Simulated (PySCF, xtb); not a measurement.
BiH₃OTe₂, SMILES [OH][Bi]([TeH])[TeH]. The values are those of a single conformer.

Harmonic wavenumbers (cm⁻¹) from GFN2-xTB (xtb 6.7.1) at its own minimum, in rising order: 32, 49, 99, 110, 124, 140, 201, 209, 444, 545, 561, 850, 1855, 1943, 3693.

What does PBE-D3(BJ)/def2-SVP (PySCF) give at its own minimum? (Estimate from the structure and the level; the computed values follow.)

46, 73, 104, 129, 148, 155, 174, 257, 476, 496, 520, 815, 2034, 2047, 3672. Paired by order, the mean absolute difference is 42 cm⁻¹ and the zero-point energies are 15.5 and 15.9 kcal/mol.
